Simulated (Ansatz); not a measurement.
## Molecular dynamics of C3H8OSi

Input:

```yaml
crystal:
  periodic: [false, false, false]
  atoms:
    - { symbol: O, position_ang: [-1.543799, 0.854774, 1.476452] }
    - { symbol: C, position_ang: [-0.506992, 0.247474, 1.821748] }
    - { symbol: C, position_ang: [0.749557, 0.028746, 0.911127] }
    - { symbol: C, position_ang: [0.546083, 0.525925, -0.553133] }
    - { symbol: Si, position_ang: [-0.564506, -0.575158, -1.608442] }
    - { symbol: H, position_ang: [-0.383033, -0.190166, 2.854346] }
    - { symbol: H, position_ang: [1.014342, -1.044876, 0.944466] }
    - { symbol: H, position_ang: [1.58869, 0.570567, 1.389861] }
    - { symbol: H, position_ang: [1.533964, 0.606013, -1.032922] }
    - { symbol: H, position_ang: [0.129472, 1.544374, -0.514451] }
    - { symbol: H, position_ang: [-0.688073, -0.009609, -2.931665] }
    - { symbol: H, position_ang: [-1.878602, -0.702455, -1.024874] }
    - { symbol: H, position_ang: [0.023296, -1.89031, -1.717612] }
basis:
  gaussian: { orbitals: STO-3G }
hamiltonian:
  xc: b3lyp
md:
  timestep: 0.25
  n_steps: 250
  ensemble: nvt_langevin
  temperature: 400.0
  initial_velocities: maxwell_boltzmann
  seed: 906891
  friction: 0.05
scf:
  lower_state_search: "off"
```

Launched with:

```bash
$ ansatz run input.yaml --threads 1 --pin off --max-ram 2048MiB --backend cpu --events-out ev --progress --plain --runs-dir out
```

It starts from a relaxed structure.

Output, in part (one step line in 9, the closing report, with atoms numbered from 0):

```
md step     0: t =     0.00 fs  T =   369.2 K  F+E_penalty+E_count = -13007.55136772 eV  E_kin = 0.620448 eV  (14 SCF iters)
md step     9: t =     2.25 fs  T =   262.0 K  F+E_penalty+E_count = -13007.42653991 eV  E_kin = 0.440192 eV  (14 SCF iters)
md step    18: t =     4.50 fs  T =   181.1 K  F+E_penalty+E_count = -13007.29087143 eV  E_kin = 0.304320 eV  (14 SCF iters)
md step    27: t =     6.75 fs  T =   178.4 K  F+E_penalty+E_count = -13007.17793165 eV  E_kin = 0.299817 eV  (14 SCF iters)
md step    36: t =     9.00 fs  T =   251.8 K  F+E_penalty+E_count = -13007.09395872 eV  E_kin = 0.423172 eV  (14 SCF iters)
md step    45: t =    11.25 fs  T =   267.0 K  F+E_penalty+E_count = -13007.10702412 eV  E_kin = 0.448593 eV  (14 SCF iters)
md step    54: t =    13.50 fs  T =   284.9 K  F+E_penalty+E_count = -13007.16976932 eV  E_kin = 0.478785 eV  (13 SCF iters)
md step    63: t =    15.75 fs  T =   299.9 K  F+E_penalty+E_count = -13007.20082102 eV  E_kin = 0.503927 eV  (14 SCF iters)
md step    72: t =    18.00 fs  T =   270.2 K  F+E_penalty+E_count = -13007.20857929 eV  E_kin = 0.454116 eV  (14 SCF iters)
md step    81: t =    20.25 fs  T =   313.4 K  F+E_penalty+E_count = -13007.22898094 eV  E_kin = 0.526676 eV  (14 SCF iters)
md step    90: t =    22.50 fs  T =   247.0 K  F+E_penalty+E_count = -13007.10998903 eV  E_kin = 0.415118 eV  (14 SCF iters)
md step    99: t =    24.75 fs  T =   249.6 K  F+E_penalty+E_count = -13007.11639547 eV  E_kin = 0.419430 eV  (13 SCF iters)
md step   108: t =    27.00 fs  T =   293.3 K  F+E_penalty+E_count = -13007.19740352 eV  E_kin = 0.492797 eV  (13 SCF iters)
md step   117: t =    29.25 fs  T =   277.0 K  F+E_penalty+E_count = -13007.18014143 eV  E_kin = 0.465525 eV  (13 SCF iters)
md step   126: t =    31.50 fs  T =   329.2 K  F+E_penalty+E_count = -13007.24849791 eV  E_kin = 0.553206 eV  (14 SCF iters)
md step   135: t =    33.75 fs  T =   306.2 K  F+E_penalty+E_count = -13007.28291301 eV  E_kin = 0.514500 eV  (14 SCF iters)
md step   144: t =    36.00 fs  T =   240.4 K  F+E_penalty+E_count = -13007.14010213 eV  E_kin = 0.404035 eV  (13 SCF iters)
md step   153: t =    38.25 fs  T =   324.3 K  F+E_penalty+E_count = -13007.10273951 eV  E_kin = 0.545008 eV  (14 SCF iters)
md step   162: t =    40.50 fs  T =   334.4 K  F+E_penalty+E_count = -13007.05694967 eV  E_kin = 0.561955 eV  (14 SCF iters)
md step   171: t =    42.75 fs  T =   375.8 K  F+E_penalty+E_count = -13007.05908962 eV  E_kin = 0.631495 eV  (14 SCF iters)
md step   180: t =    45.00 fs  T =   416.5 K  F+E_penalty+E_count = -13007.00107364 eV  E_kin = 0.699808 eV  (13 SCF iters)
md step   189: t =    47.25 fs  T =   410.4 K  F+E_penalty+E_count = -13006.93572234 eV  E_kin = 0.689616 eV  (14 SCF iters)
md step   198: t =    49.50 fs  T =   459.7 K  F+E_penalty+E_count = -13007.05156324 eV  E_kin = 0.772417 eV  (19 SCF iters)
md step   207: t =    51.75 fs  T =   491.6 K  F+E_penalty+E_count = -13007.06448271 eV  E_kin = 0.826120 eV  (20 SCF iters)
md step   216: t =    54.00 fs  T =   458.3 K  F+E_penalty+E_count = -13006.96115727 eV  E_kin = 0.770156 eV  (14 SCF iters)
md step   225: t =    56.25 fs  T =   562.8 K  F+E_penalty+E_count = -13007.11848203 eV  E_kin = 0.945706 eV  (20 SCF iters)
md step   234: t =    58.50 fs  T =   450.8 K  F+E_penalty+E_count = -13006.99527733 eV  E_kin = 0.757460 eV  (14 SCF iters)
md step   243: t =    60.75 fs  T =   465.7 K  F+E_penalty+E_count = -13006.98019918 eV  E_kin = 0.782471 eV  (14 SCF iters)
md step   250: t =    62.50 fs  T =   497.8 K  F+E_penalty+E_count = -13007.12937791 eV  E_kin = 0.836513 eV  (19 SCF iters)
Total energy: -13007.12957231 eV, -478.0031952333 hartree
Atom 0 at    -1.516243     0.541194     1.475185 Å, force     1.173318    -0.466704     0.581245 eV/Å
Atom 1 at    -0.385633     0.118626     1.876587 Å, force    -1.886600     0.839269    -0.826824 eV/Å
Atom 2 at     0.825576    -0.034875     0.928097 Å, force     0.033506    -3.033488    -1.259370 eV/Å
Atom 3 at     0.565043     0.469889    -0.543557 Å, force    -0.003338     1.423419     1.178469 eV/Å
Atom 4 at    -0.600301    -0.508794    -1.596997 Å, force     1.353046    -1.814447    -1.846710 eV/Å
Atom 5 at    -0.221069    -0.146134     2.948674 Å, force     0.274797    -0.172228     0.259233 eV/Å
Atom 6 at     1.139761    -1.172224     0.909584 Å, force    -0.616539     2.215451     0.120424 eV/Å
Atom 7 at     1.670523     0.499778     1.323737 Å, force     0.986927     0.621264     0.693440 eV/Å
Atom 8 at     1.534808     0.495443    -1.041159 Å, force     0.418463     0.079699    -0.198680 eV/Å
Atom 9 at     0.229143     1.546572    -0.457778 Å, force     0.240557    -1.036432    -0.206728 eV/Å
Atom 10 at    -0.581175     0.053789    -2.974074 Å, force    -0.587300    -0.079711     1.065448 eV/Å
Atom 11 at    -1.806083    -0.762552    -0.927708 Å, force    -1.352518     0.369446     0.152892 eV/Å
Atom 12 at    -0.092940    -1.895222    -1.812263 Å, force    -0.034318     1.054464     0.287162 eV/Å
Dipole moment:     0.283062    -0.010636     0.047056 e Å
```

The run went to its last step. A run of 0.062 ps of so small a system gives no equilibrium averages. Limits of this set-up: minimal basis.

The same pairs are bonded in the first frame and the last. Pairs count as bonded within 1.25 times the sum of covalent radii (0.12 Å more for H–H).

Last frame:

```xyz
13
Properties=species:S:1:pos:R:3
O -1.516 0.541 1.475
C -0.386 0.119 1.877
C 0.826 -0.035 0.928
C 0.565 0.470 -0.544
Si -0.600 -0.509 -1.597
H -0.221 -0.146 2.949
H 1.140 -1.172 0.910
H 1.671 0.500 1.324
H 1.535 0.495 -1.041
H 0.229 1.547 -0.458
H -0.581 0.054 -2.974
H -1.806 -0.763 -0.928
H -0.093 -1.895 -1.812
```

Time of the run: 7.8 min on 1 thread of Arm Neoverse V1, on a shared host, peak memory 0.08 GiB.
